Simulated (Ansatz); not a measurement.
Cost and result up the ladder for Zn6O6, a cluster cut from wurtzite ZnO (bare) (12 atoms). Total charge 0; singlet. Geometry: PBE-D4/def2-SVP.

```xyz
12

Zn   -0.2510    0.1131   -1.9721
O    -1.9652   -0.2337   -1.2027
O     0.6005   -1.7218   -1.4276
Zn   -0.8986   -1.7602   -0.2435
Zn   -1.8330    0.5755    0.5232
O    -1.2777   -1.1726    1.5347
O     1.2777    1.1727   -1.5348
Zn    1.8329   -0.5757   -0.5230
Zn    0.8985    1.7602    0.2433
O    -0.6005    1.7218    1.4276
O     1.9653    0.2337    1.2027
Zn    0.2510   -0.1130    1.9721
```

Ansatz; hardware A = 2 threads of AMD EPYC 7R13 on a shared host and a share (18 GiB) of an NVIDIA H100 80GB HBM3; B = 2 threads of AMD EPYC 7R13 on a shared host. Times are rough, and most runs start from the orbitals of an earlier one. ωB97X-V/def2-TZVP serves as the yardstick here, not as an exact answer. Differences are given only for rows in sets of like size (and for xTB, whose basis is part of the method), since another set adds its own error. Binding counts from free atoms at the same level (Zn singlet, O triplet; other spins of the atoms weren't run), without zero-point energy or a counterpoise term.

Correlated methods freeze 60 core orbitals. The rows differ in basis, and correlated rows in double-zeta sets carry the largest basis error. Single mean-field runs in def2-TZVP are fitted with def2-universal-jkfit.

Correlated methods converge slowly with the basis, most of all in double-zeta sets.

| level | functions | wall time |
| --- | --- | --- |
| revPBE-D4/def2-TZVP [A] | 474 | 2.6 s |
| BLYP-D4/def2-TZVP [A] | 474 | 3 s |
| PBE0-D4/def2-TZVP [A] | 474 | 3.2 s |
| r2SCAN-D4/def2-TZVP (with forces) [A] | 474 | 4.2 s |
| MP2/def2-TZVP [A] | 474 | 4.7 s |
| PBE-D4/def2-TZVP (with forces) [A] | 474 | 4.8 s |
| ωB97X-V/def2-TZVP [A] | 474 | 5 s |
| RPA@PBE/def2-TZVP [A] | 474 | 6.5 s |
| CCSD(T)/def2-SVP [A] | 270 | 10 s |
| PBE-D4/def2-SVP [B] | 270 | 12 s |
| PBE0-D4/def2-SVP [B] | 270 | 26 s |

(1) Estimate what each level gives for the binding energy per atom (eV).

Results:

(1) 
```csv
level,binding energy per atom (eV),difference from ωB97X-V/def2-TZVP (eV)
revPBE-D4/def2-TZVP [A],2.74,-0.12
BLYP-D4/def2-TZVP [A],2.69,-0.17
PBE0-D4/def2-TZVP [A],2.76,-0.11
r2SCAN-D4/def2-TZVP (with forces) [A],2.94,0.07
MP2/def2-TZVP [A],3.06,0.19
PBE-D4/def2-TZVP (with forces) [A],2.92,0.05
ωB97X-V/def2-TZVP [A],2.87,0.00
RPA@PBE/def2-TZVP [A],2.53,-0.34
CCSD(T)/def2-SVP [A],2.67,–
PBE-D4/def2-SVP [B],3.21,–
PBE0-D4/def2-SVP [B],2.98,–
```
